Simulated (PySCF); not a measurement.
Compound: C₆H₈GeOSi.
InChI=1S/C6H8GeOSi/c7-3-5-9-6-2-1-4-8-6/h1-2,4H,9H2,7H3

A linear-response calculation (PySCF, def2-SVPD basis, gas phase, vertical, core orbitals frozen in the response) gave these numbers; the functional is withheld.

Orbital energies (eV): HOMO-3 -9.57, HOMO-2 -9.46, HOMO-1 -9.38, HOMO -8.06, LUMO 0.43, LUMO+1 0.59, LUMO+2 0.76.

```csv
state,E (eV),f,"main configurations (H = HOMO, L = LUMO)"
S1,5.62,0.0001,"H-1→L+1 (58%), H-2→L (22%), H-2→L+3 (8%)"
S2,5.81,0.354,"H→L (74%), H→L+3 (20%)"
S3,5.88,0.0053,"H-2→L+1 (42%), H-1→L (32%), H-1→L+3 (12%)"
S4,5.89,0.0087,"H-2→L (43%), H-1→L+1 (28%), H-2→L+3 (16%)"
S5,6.25,0.0006,H→L+1 (86%)
S6,6.61,0.0084,"H→L+5 (32%), H→L+4 (31%), H→L+3 (10%)"
```

Triplets, Tamm–Dancoff:

```json
{"state": "T1", "E (eV)": "3.83", "λ (nm)": "323.3", "main configurations (H = HOMO, L = LUMO)": "H→L (48%), H→L+3 (43%)"}
{"state": "T2", "E (eV)": "4.64", "λ (nm)": "266.9", "main configurations (H = HOMO, L = LUMO)": "H-2→L+1 (40%), H-1→L (28%), H-1→L+3 (14%)"}
{"state": "T3", "E (eV)": "5.07", "λ (nm)": "244.4", "main configurations (H = HOMO, L = LUMO)": "H-1→L+1 (48%), H-2→L (26%), H-2→L+3 (12%)"}
{"state": "T4", "E (eV)": "5.08", "λ (nm)": "244.1", "main configurations (H = HOMO, L = LUMO)": "H-2→L+1 (44%), H-1→L (29%), H-1→L+3 (12%)"}
```

Vertical ionisation energy by ΔSCF with the same functional: 8.71 eV. Mean static polarisability: 129.4 au.

Orbitals of the list HOMO-3 to LUMO+2 that lie within 0.01 eV of each other are written together with a slash and their weights summed (≥ marks a lower bound); for degenerate orbitals outside that list single weights are arbitrary.

Question: Name the functional.
A. CAM-B3LYP
B. PBE
C. PBE0
D. HF

Answer: A. CAM-B3LYP is range-separated, 19% exact exchange at short range and 65% at long range (ω = 0.33 bohr⁻¹). In this run −ε(HOMO) = 8.06 eV differs from the ΔSCF value by -0.66 eV, and S1 differs from the orbital gap of 8.49 eV by -2.86 eV. The ratio −ε(HOMO)/IP is 0.92. Small neutral molecules mostly give 0.85 to 0.93 with CAM-B3LYP, 0.5 to 0.7 with PBE, 0.7 to 0.83 with PBE0; Hartree–Fock can't fall below 1, since the ion's relaxation only lowers the ΔSCF value.

The calculation used TDDFT CAM-B3LYP/def2-SVPD, vertical, gas phase, core orbitals frozen in the response (PySCF). Geometry: PBE0-D3(BJ)/def2-SVP, one conformer, isolated molecule. The CAM-B3LYP/def2-SVPD calculation is non-relativistic and has no spin–orbit coupling, an omission that weighs most on germanium.

Hardware: Arm Neoverse V1, one thread, no GPU, shared host with 64 logical CPUs at a one-minute load of 24. Cost: 2.9 min wall, 1.4 GiB resident at most.

Shape of the structure used: `[GeH3:1][C:2]#[C:3][SiH2:4][c:5]1[cH:6][cH:7][cH:8][o:9]1`: C3–Si4–C5–C6 3°.
